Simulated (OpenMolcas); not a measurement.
## N3+: effect of the basis set

```json
{"Program": "OpenMolcas 26.06", "Method": "MS-CASPT2, IPEA 0.25 Eh, imaginary shift 0.1 Eh (closed shells correlated: 1s)", "Active space": "2 electrons in 8 orbitals (2s 2p 3s 3p)", "State averaging": "2S+1 = 3 even, 3 roots; 2S+1 = 1 even, 7 roots; 2S+1 = 3 odd, 3 roots; 2S+1 = 1 odd, 3 roots", "Spin-orbit coupling": "state interaction with AMFI integrals over the reference wave functions, term energies averaged over their components"}
```

A. ANO-RCC-VTZP [4s3p2d1f], DKH2, point nucleus; CASPT2 step about 3 core-seconds
B. ANO-R2 [4s4p2d1f], X2C, finite nucleus; CASPT2 step about 5 core-seconds
C. ANO-RCC-VQZP [5s4p3d2f1g], DKH2, point nucleus; CASPT2 step about 3 core-seconds
D. ANO-RCC [8s7p4d3f2g], DKH2, point nucleus; CASPT2 step of the order of 5 core-seconds

Energies in cm⁻¹ above 2s² ¹S₀, the measured ground level; measured values from Moore, Selected Tables of Atomic Spectra, NSRDS-NBS 3, section 4.

```json
{"Level": "2s² ¹S₀", "A": "0.0", "B": "0.0", "C": "0.0", "D": "0.0", "Measured": "0.0"}
{"Level": "2s 2p ³P°₀", "A": "67220", "B": "67480", "C": "67210", "D": "67290", "Measured": "67209"}
{"Level": "2s 2p ³P°₁", "A": "67290", "B": "67550", "C": "67280", "D": "67360", "Measured": "67272"}
{"Level": "2s 2p ³P°₂", "A": "67430", "B": "67690", "C": "67420", "D": "67490", "Measured": "67416"}
{"Level": "2s 2p ¹P°₁", "A": "132800", "B": "132910", "C": "131990", "D": "131850", "Measured": "130694"}
{"Level": "2p² ³P₀", "A": "175860", "B": "176180", "C": "175630", "D": "175780", "Measured": "175535"}
{"Level": "2p² ³P₁", "A": "175930", "B": "176250", "C": "175700", "D": "175850", "Measured": "175608"}
{"Level": "2p² ³P₂", "A": "176070", "B": "176390", "C": "175840", "D": "175990", "Measured": "175733"}
{"Level": "2p² ¹D₂", "A": "190390", "B": "190660", "C": "189800", "D": "189870", "Measured": "188882"}
{"Level": "2p² ¹S₀", "A": "237210", "B": "237300", "C": "236020", "D": "235990", "Measured": "235369"}
```

Deviations, from unrounded energies. A percentage is the sum of absolute deviations over the sum of measured energies, with the sign that they share, or ± where signs differ.

```csv
Against measurement,Levels,A,B,C,D
mean absolute deviation (cm-1),9,720,970,350,420
other configurations (%),9,+0.5,+0.7,+0.2,+0.3
```

C lies closest to measurement on these levels and B furthest from it. The largest miss of C in the table is 2s 2p ¹P°₁, by +1300 cm-1. The ranking rests on the paired levels alone, and a cruder setting can come out closer through cancelling errors.

Among A to D the level of the table that moves most is 2p² ¹S₀, by 1300 cm-1 (lowest in D, highest in B). Moves below CASPT2's spread within the term are not significant.

CASPT2 breaks the degeneracy within a term, and the mean is taken; among the terms shown or strongly mixed into the levels shown the widest spread is 32 cm-1 (2p² ¹D, D). Active for correlation alone: 3p 3s; no level in the range computed is led by a configuration that fills them, so any true level of that kind is missing. Measured partners are found by configuration, term and J. A level has none where our copy of the source lacks it or the pairing is in doubt (some pairs that miss far off the trend of their configuration count as doubtful), and it then counts in no deviation. Levels of configurations outside the active space are missing.

° marks odd parity.
